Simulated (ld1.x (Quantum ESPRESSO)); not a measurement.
# What one change does to a pseudopotential (argon (Ar), PAW)

| Item | Value |
| --- | --- |
| Element | argon |
| Generator | ld1.x (Quantum ESPRESSO) 7.5 |
| Type | PAW |
| Functional | LDA (PZ) |
| Relativity | non-relativistic |
| Frozen core | [Ne] |
| Valence charge | 8 |
| Reference configuration | 3s2 3p5.75 (charge +0.25) |
| Partial waves | 3s (bound): rcut 0.90, rcutus 1.15 bohr; 3s channel at -1.2 Ry: rcut 0.90, rcutus 1.15 bohr; 3p (bound): rcut 1.30, rcutus 1.40 bohr; 3p channel at -0.2 Ry: rcut 1.30, rcutus 1.40 bohr; 3d channel at 0.2 Ry: rcut 1.05, rcutus 1.40 bohr |
| Local potential | all-electron potential smoothed inside 1.10 bohr (lloc = -2) |
| Core correction | Bessel-smoothed model core inside 0.65 bohr |
| Augmentation charge | PSQ, radius 0.85 bohr |

All-electron outer shells of the reference configuration (LDA (PZ), non-relativistic, ld1.x):

```tsv
shell	level (eV)	outermost node (bohr)	outermost maximum (bohr)
3s	-26.97	0.52	1.17
3p	-13.20	0.49	1.28
```

Change: local potential all-electron potential smoothed inside 1.58 bohr (lloc = -2).

Cutoffs: the cutoffs (Ry, on a coarse ladder) from which the occupation-weighted sum of valence levels, in a spherical-Bessel basis at the reference potential, stays within 10 and 1 mRy of its value at 400 Ry; they do not see the model core or the augmentation charge, which bear on the density cutoff. Errors are all-electron minus pseudo energies relative to the spin-unpolarised reference configuration.

How do hardness, ghosts and transferability respond?

The potential gets neither clearly harder nor softer (35 Ry and 60 Ry → 35 Ry and 60 Ry); the errors of the 9 common tests hardly move; neither file shows a bound ghost.

```tsv
quantity	base	changed
cutoff, loose	35 Ry	35 Ry
cutoff, tight	60 Ry	60 Ry
bound ghosts	none	none
error for 3s2 3p6, meV [ΔE -2.95 eV]	0.0	-0.1
error for 3s2 3p5, meV [ΔE 13.23 eV]	-0.5	-0.4
error for 3s2 3p4, meV [ΔE 41.97 eV]	-5.0	-4.8
error for 3s1 3p6, meV [ΔE 27.43 eV]	-0.5	-0.6
error for 3s2 3p3, meV [ΔE 84.63 eV]	-22	-21
error for 3s2 3p5.5, meV [ΔE 3.66 eV]	-0.1	-0.1
error for 3s2 3p2, meV [ΔE 142.34 eV]	-69	-65
error for 3s2 3p5.75 (spin-polarised), meV [ΔE -0.01 eV]	0.0	0.0
error for 3s2 3p5 (spin-polarised), meV [ΔE 13.00 eV]	-0.6	-0.6
lowest overlap eigenvalue by channel	s 0.48, p 0.80, d 1.00	s 0.55, p 0.75, d 1.00
```
